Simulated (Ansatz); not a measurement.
Reaction (ligand exchange at a Ge–O bond): `[GeH3][O][GeH3]` + `O[SiH](F)S` → `O[SiH](F)[S][GeH3]` + `[OH][GeH3]`

Gas-phase electronic energies from Ansatz, PBE0-D4/def2-TZVP geometries. CBS: MP2 limit from def2 TZ/QZ plus the TZ coupled-cluster correction, frozen cores. DFT in def2-TZVPP. B3LYP here is the variant with VWN-RPA as its local correlation; programs differ in this. HSE06 is defined as in plane-wave codes. For Ge outer-core shells are correlated without core-valence functions, which leaves a few kJ/mol of doubt a bond. Scalar relativity is left out up to krypton. Each species was taken in one conformer, which may not be the lowest.

Q: Is it downhill or uphill in electronic energy at CCSD(T)/CBS, and by how much? (An estimate is asked.)

A: Computed: Downhill: ΔE = -4.6 kcal/mol.

Q: What do these levels give: PBE-D4, BLYP-D4, HSE06-D4, PBE-QIDH, PBE0, B3LYP, BHLYP, RPA@PBE/def2-TZVPP, MP2/def2-SVP, CCSD(T)/def2-SVP, SCS-MP2/def2-TZVPP, CCSD/def2-TZVPP? (Best estimate.)

A: The calculation gave: PBE-D4 -6.6, BLYP-D4 -4.5, HSE06-D4 -6.6, PBE-QIDH -5.2, PBE0 -6.0, B3LYP -3.4, BHLYP -3.1, RPA@PBE/def2-TZVPP -2.7, MP2/def2-SVP -2.4, CCSD(T)/def2-SVP -2.0, SCS-MP2/def2-TZVPP -3.0, CCSD/def2-TZVPP -3.3 kcal/mol.

Q: What do rigid-rotor, harmonic-oscillator terms from PBE0-D4/def2-TZVP frequencies (298.15 K, 1 bar) make of the CCSD(T)/CBS value? (Estimate.)

A: Computed: ΔZPE = +1.4 kcal/mol, ΔH = -3.1 kcal/mol, ΔS = -9 J/(mol·K), ΔG = -2.5 kcal/mol. Modes under 50 cm⁻¹ make the entropy rough.

Largest T1 diagnostic among the species: 0.012.

Leaving LDA and LC-ωPBE aside and taking each functional with its dispersion term where it has one, the values, not all of them listed here, spread over 3.3 kcal/mol, from revPBE-D4 to B2PLYP. In def2-TZVPP, CCSD(T) changes the Hartree–Fock value by −2.4 kcal/mol (the triples alone add −0.4 kcal/mol) and MP2 by −3.1 kcal/mol. The D4 term adds −1.2 kcal/mol with B3LYP and −0.7 kcal/mol with PBE0; it sums over pairs of atoms, weighted by their polarisabilities, and B3LYP, whose exchange is more repulsive, gets the larger term.
